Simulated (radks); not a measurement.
The antimony ion Sb+ inside a hard spherical wall (all orbitals vanish at R), configuration held at [Kr] 4d10 5s2 5p2 and not refilled when levels cross. All-electron calculation, scalar-relativistic Kohn-Sham, PBE, spin-polarised, spherical densities, finite nucleus; open shells are filled with parallel spins first (spin-orbit coupling, left out, can overturn this in heavy ions); Fermi nuclear charge, rms radius 4.6802 fm. Program: a radial shooting solver on a logarithmic mesh with Libxc functionals. Eigenvalues in eV for spin up, with the zero of energy where the potential of the charges vanishes at infinity; a dash marks a level that is unbound or too diffuse for the functional's potential to be trusted. A positive occupied level is held by the wall or, in an anion where self-interaction has pushed it up, behind a barrier. The pressure on the wall is -dE/dV.

[
 {"R (bohr)": "free", "E (hartree)": "-6480.99185", "kinetic (hartree)": "6778.049", "e(4p)": "-110.25", "e(4d)": "-42.005", "e(5s)": "-21.234", "e(5p)": "-12.625", "e(6s, empty)": "-4.866", "e(5d, empty)": "-3.818", "pressure (GPa)": "0"},
 {"R (bohr)": "20", "E (hartree)": "-6480.99185", "kinetic (hartree)": "6778.049", "e(4p)": "-110.25", "e(4d)": "-42.005", "e(5s)": "-21.234", "e(5p)": "-12.625", "e(6s, empty)": "-4.866", "e(5d, empty)": "-3.818", "pressure (GPa)": "< 0.0001"},
 {"R (bohr)": "15", "E (hartree)": "-6480.99185", "kinetic (hartree)": "6778.049", "e(4p)": "-110.25", "e(4d)": "-42.005", "e(5s)": "-21.234", "e(5p)": "-12.625", "e(6s, empty)": "-4.864", "e(5d, empty)": "-3.816", "pressure (GPa)": "< 0.0001"},
 {"R (bohr)": "12", "E (hartree)": "-6480.99185", "kinetic (hartree)": "6778.049", "e(4p)": "-110.25", "e(4d)": "-42.005", "e(5s)": "-21.234", "e(5p)": "-12.625", "e(6s, empty)": "-4.833", "e(5d, empty)": "-3.796", "pressure (GPa)": "< 0.0001"},
 {"R (bohr)": "10", "E (hartree)": "-6480.99183", "kinetic (hartree)": "6778.050", "e(4p)": "-110.25", "e(4d)": "-42.004", "e(5s)": "-21.232", "e(5p)": "-12.623", "e(6s, empty)": "-4.684", "e(5d, empty)": "-3.715", "pressure (GPa)": "0.000726"},
 {"R (bohr)": "7", "E (hartree)": "-6480.98916", "kinetic (hartree)": "6778.076", "e(4p)": "-110.13", "e(4d)": "-41.881", "e(5s)": "-21.142", "e(5p)": "-12.514", "e(6s, empty)": "-2.774", "e(5d, empty)": "-2.822", "pressure (GPa)": "0.206"},
 {"R (bohr)": "6", "E (hartree)": "-6480.97871", "kinetic (hartree)": "6778.159", "e(4p)": "-109.81", "e(4d)": "-41.571", "e(5s)": "-20.912", "e(5p)": "-12.212", "e(6s, empty)": "-0.156", "e(5d, empty)": "-1.658", "pressure (GPa)": "1.34"},
 {"R (bohr)": "5", "E (hartree)": "-6480.92880", "kinetic (hartree)": "6778.480", "e(4p)": "-108.82", "e(4d)": "-40.620", "e(5s)": "-20.160", "e(5p)": "-11.156", "e(6s, empty)": "6.120", "e(5d, empty)": "1.105", "pressure (GPa)": "9.25"},
 {"R (bohr)": "3", "E (hartree)": "-6479.33429", "kinetic (hartree)": "6785.398", "e(4p)": "-98.049", "e(4d)": "-30.392", "e(5s)": "-6.739", "e(5p)": "6.988", "e(6s, empty)": "73.023", "e(5d, empty)": "31.682", "pressure (GPa)": "774"},
 {"R (bohr)": "2.5", "E (hartree)": "-6476.71062", "kinetic (hartree)": "6795.534", "e(4p)": "-88.313", "e(4d)": "-20.876", "e(5s)": "11.169", "e(5p)": "29.288", "e(6s, empty)": "138.01", "e(5d, empty)": "62.479", "pressure (GPa)": "3230"},
 {"R (bohr)": "2", "E (hartree)": "-6468.21819", "kinetic (hartree)": "6826.581", "e(4p)": "-66.799", "e(4d)": "1.783", "e(5s)": "61.628", "e(5p)": "88.099", "e(6s, empty)": "284.67", "e(5d, empty)": "133.79", "pressure (GPa)": "17800"}
]
